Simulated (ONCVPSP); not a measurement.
# Before and after: ONCV potential for europium

| Property | Result |
| --- | --- |
| Element | europium (Eu) |
| Generator | ONCVPSP 4.0.1 |
| Type | optimised norm-conserving Vanderbilt (ONCV) |
| Functional | PBEsol |
| Relativity | fully relativistic |
| Frozen core | [Kr] 4d10 4f6 |
| Valence charge | 11 |
| Reference configuration | 5s2 5p6 5d1 6s1.75 (charge +0.25) |
| Partial waves | 5s+6s: rc 2.50 bohr, ncon 5, nbas 8, qcut 4.3 1/bohr, 2 projectors; 5p: rc 2.05 bohr, ncon 4, nbas 8, qcut 5.2 1/bohr, 2 projectors, debl 1.3 Ha; 5d: rc 3.60 bohr, ncon 4, nbas 9, qcut 4.3 1/bohr, 1 projector; f scattering state at 0.12 Ha: rc 2.90 bohr, ncon 4, nbas 9, qcut 3.4 1/bohr, 3 projectors, debl 3.3 Ha |
| Local potential | polynomial inside 1.40 bohr (lpopt 5, dvloc0 2 Ha) |
| Core correction | polynomial model core, fcfact 0.55 |

Open shells are filled in proportion to 2j + 1.

Change: d: rc 5.36.

Cutoffs: the cutoffs (Ha) at which the residual kinetic energy of the hardest occupied pseudo-wave falls to 1 and 0.1 mHa per electron; they do not see the model core or the augmentation charge, which bear on the density cutoff. Errors are all-electron minus pseudo energies relative to the spin-unpolarised reference configuration.

**Question.** What does the change do?

**Answer.** The potential gets neither clearly harder nor softer (9.3 Ha and 18 Ha → 9.3 Ha and 18 Ha); the p channel sets the loose cutoff, while the largest relative change is in d, which becomes softer; of the 4 tests that both files solve, the error grows in 4 and shrinks in 0 by more than 15 % and 0.3 meV (median size 3.2 → 31.5 meV); neither file shows a bound ghost. More of the atom is replaced by a form fitted at one configuration, so other configurations suffer.

| quantity | base | changed |
| --- | --- | --- |
| cutoff, loose | 9.3 Ha | 9.3 Ha |
| cutoff, tight | 18 Ha | 18 Ha |
| loose cutoff by channel | s 7.7 Ha, p 9.3 Ha, d 6.1 Ha | s 7.7 Ha, p 9.3 Ha, d 4.1 Ha |
| bound ghosts | none | none |
| GHOST(+) flags under 300 eV | s at 63.6 eV | s at 63.6 eV, d5/2 at 276.2 eV |
| error for 5s2 5p6 5d1 6s2, meV [ΔE -1.17 eV] | -0.1 | -0.4 |
| error for 5s2 5p6 5d1 6s1, meV [ΔE 5.41 eV] | -2.3 | -6.9 |
| error for 5s2 5p6 5d1 6s0, meV [ΔE 17.29 eV] | -26 | -75 |
| error for 5s2 5p6 5d2 6s0, meV [ΔE 6.32 eV] | +4.1 | +56 |
| s: phases at 2.54 bohr within 0.05 rad from the reference energy up to (Ha; the scan ends near 5) | 2.1 | 2.1 |
| p3/2: phases at 2.08 bohr within 0.05 rad from the reference energy up to (Ha; the scan ends near 5) | to the end of the scan | to the end of the scan |
| p1/2: phases at 2.08 bohr within 0.05 rad from the reference energy up to (Ha; the scan ends near 5) | to the end of the scan | to the end of the scan |
| f7/2: phases at 2.95 bohr within 0.05 rad from the reference energy up to (Ha; the scan ends near 5) | 0.3 | 0.3 |
| f5/2: phases at 2.95 bohr within 0.05 rad from the reference energy up to (Ha; the scan ends near 5) | 0.3 | 0.3 |
| rms error of d²Exc/dni dnj with the model core, mHa | 2.19 | 2.90 |

Base: The cutoffs count occupied waves only; projector 3 of the f channel, the hardest unoccupied one, needs 50 Ha at the loose tolerance. Changed file: The cutoffs count occupied waves only; projector 3 of the f channel, the hardest unoccupied one, needs 50 Ha at the loose tolerance.
